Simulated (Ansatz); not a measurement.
Total energies of InH2I from Ansatz at PBE-D4/def2-TZVP, gas phase (1 Eh = 27.2114 eV = 2625.5 kJ/mol). The reference geometry is relaxed at r2SCAN-D4/def2-TZVP.

```
                 state                        geometry  energy (Eh)
      charge 0 singlet                       reference   -489.06082
      charge 1 doublet                       reference   -488.72218
      charge 1 doublet  relaxed at r2SCAN-D4/def2-TZVP   -488.72669
free In atom (doublet)                               –   -190.11735
 free H atom (doublet)                               –     -0.49962
 free I atom (doublet)                               –   -297.66548
```

In the def2 sets I, In take a core potential; there is no spin–orbit coupling.

Question: Work out the vertical ionisation energy to the doublet.

Answer: E(charge 1 doublet) − E(charge 0 singlet) = -488.72218 − (-489.06082) = 0.33864 Eh = 9.21 eV. For comparison, −ε of the highest occupied level is 6.19 eV at this level, 3.02 eV less.

Question: How much does the charge 1 doublet relax, and what is the adiabatic ionisation energy?

Answer: Relaxation: -488.72218 − (-488.72669) = 0.00451 Eh = 0.12 eV. Adiabatic ionisation energy: 0.33413 Eh = 9.09 eV, without zero-point energy. 

Question: What is the binding energy per atom against free atoms?

Answer: Atoms: 1 × (-190.11735) + 2 × (-0.49962) + 1 × (-297.66548) = -488.78207 Eh. Binding: -488.78207 − (-489.06082) = 0.27875 Eh = 7.59 eV, or 1.90 eV for each of 4 atoms (no zero-point energy, no counterpoise term).
